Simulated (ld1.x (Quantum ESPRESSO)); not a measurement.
# Pseudopotential generation for lithium (Li): RRKJ, Wu–Cohen, scalar-relativistic.

- Element: lithium
- Generator: ld1.x (Quantum ESPRESSO) 7.5
- Type: norm-conserving RRKJ (Kleinman–Bylander form)
- Functional: Wu–Cohen
- Relativity: scalar-relativistic
- Frozen core: none
- Valence charge: 3
- Reference configuration: 1s2 2s0 2p1
- Partial waves: 2p (bound): rc 4.20 bohr; 3d channel at 0.4 Ry: rc 3.25 bohr; 1s (bound): rc 0.70 bohr
- Local potential: the s channel
- Core correction: none
- rho0: 0.001

Q: Estimate the cutoffs (Ry, on a coarse ladder) from which the occupation-weighted sum of valence levels, in a spherical-Bessel basis at the reference potential, stays within 10 and 1 mRy of its value at 400 Ry.

A: 160 Ry and over 300 Ry.

Q: Does the potential have ghost states?

A: No extra level below or beside the all-electron valence levels (p, d, s, f tested).

Q: Which valence shell sets the plane-wave cutoff?

A: 1s: its level needs 300 Ry to come within 1 mRy, against 6 Ry for 2p.

Q: Tests: 1s2 2s1 2p0; 1s2 2s0 2p0; 1s2 2s0.5 2p0; 1s1 2s1 2p0. Which has the largest error in its energy relative to the reference configuration, and how large is it?

A: 1s1 2s1 2p0, with +154 meV (all-electron minus pseudo) on +66.34 eV.
